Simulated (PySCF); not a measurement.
YOCl, SMILES [O]=[Y][Cl]. Geometry optimised at PBE0-D3(BJ)/def2-TZVP. The def2 effective core potentials stand for the cores of Y; spin–orbit coupling is left out.

All values below come from PBE0-D3(BJ)/def2-TZVP (PySCF).

Harmonic wavenumbers (cm⁻¹): 131, 335, 876. Rotational constants (GHz): 17.94, 2.520, 2.210; symmetry number 1.

Work out the zero-point energy and the ideal-gas rigid-rotor harmonic-oscillator thermochemistry at 298.15 K and 1 atm.

ZPE = ½ Σ hcν = ½ × 1342 cm⁻¹ = 1.92 kcal/mol. H − E(el) = 4.99 kcal/mol. Entropy in cal/(mol K): translation 40.73, rotation 25.58, vibration 4.31, total 70.62. G − E(el) = -16.07 kcal/mol. Cp = 12.01 cal/(mol K). Modes under 150 cm⁻¹ make the vibrational entropy uncertain.
